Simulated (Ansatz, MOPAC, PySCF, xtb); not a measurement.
Noncovalent pair: H2O (SMILES O) (first 3 atoms) with HBr (SMILES Br); geometry from B3LYP-D3(BJ)/def2-TZVP, rigid monomers moved along the line of their centres of mass till O1···H5 is 2.62 Å.
(charge 0, multiplicity 1):
```tsv
atom	x (Å)	y (Å)	z (Å)
O	-0.1819	0.3920	0.4709
H	0.7398	0.4738	0.2009
H	-0.5018	1.2918	0.6020
Br	-0.5182	-1.7883	3.8857
H	-0.4329	-1.0514	2.6422
```

Interaction energies are E(AB) − E(A) − E(B) at the monomers' geometry in the complex; basis-set methods are counterpoise corrected. Rows marked so take none.

Rows in 3-21G carry no dispersion term and start afresh at each structure; the Pople sets are all-electron and without relativity. The state that PM7 reach isn't checked; PM7 holds dispersion and hydrogen-bond terms.

Run with Ansatz (an electronic-structure program) with Gaussian orbitals; MOPAC for PM7 (differences of heats of formation); PySCF for 3-21G rows, the dispersion terms; xtb for the GFN methods. 

One of these levels gives -11.1 kJ/mol for the interaction energy. Which one is it?
A) PM7
B) B3LYP/3-21G (no counterpoise)
C) B3LYP-D4/def2-TZVPPD
D) GFN-FF

A, PM7. The others give -8.5 (GFN-FF), -26.5 (B3LYP/3-21G (no counterpoise)), -12.6 (B3LYP-D4/def2-TZVPPD)
